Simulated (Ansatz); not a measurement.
**The atomisation energy (no zero-point term) down a group: Si to Sn**

Gas-phase molecules, one atom swapped for its congeners: C2H6O2Si `CO[Si]OC`; C2H6GeO2 `C[O][Ge][O]C`; C2H6O2Sn `C[O][Sn][O]C`. All are singlets with charge 0.

Shapes, held fixed at every level: PBE0-D4/def2-TZVP. Flexible molecules stand in one conformer, not always the lowest. Programs: Ansatz 0.2.0. Values in eV.

```json
{"level": "HF/def2-SVP", "C2H6O2Si": "31.76", "C2H6O2Sn": "29.18"}
{"level": "r2SCAN-D4/def2-TZVPP", "C2H6O2Si": "44.30", "C2H6O2Sn": "41.95"}
{"level": "BHLYP-D4/def2-TZVPP", "C2H6O2Si": "42.83", "C2H6O2Sn": "40.28"}
{"level": "wB97X-V/def2-TZVPP", "C2H6O2Si": "44.39", "C2H6O2Sn": "41.99"}
{"level": "B2PLYP/def2-TZVPP", "C2H6O2Si": "43.88", "C2H6O2Sn": "41.48"}
{"level": "CCSD(T)/def2-TZVPP", "C2H6O2Si": "43.16", "C2H6O2Sn": "40.78"}
```

**Question.** Estimate the column for C2H6GeO2 from its neighbours.

**Answer.** The mean of the neighbours at CCSD(T)/def2-TZVPP is 41.97 eV, against 41.85 from the run. All rows: HF/def2-SVP 30.36; r2SCAN-D4/def2-TZVPP 42.99; BHLYP-D4/def2-TZVPP 41.28; wB97X-V/def2-TZVPP 42.99; B2PLYP/def2-TZVPP 42.50; CCSD(T)/def2-TZVPP 41.85 eV. At CCSD(T)/def2-TZVPP the atomisation energy falls at every step, from 43.16 to 40.78 eV. Every level shows the same order. For atoms past krypton def2 sets carry core potentials with scalar relativity. Relativity is left out for Ge. Outer-core shells of Ge, Sn are correlated in most correlated rows, in sets that cover them unevenly. Spin-orbit coupling, which grows down the group, is left out (summed over each molecule's free atoms 0.05, 0.15, 0.33 eV). Coupled cluster in double- or triple-zeta sets underbinds by a few per cent against its basis-set limit.
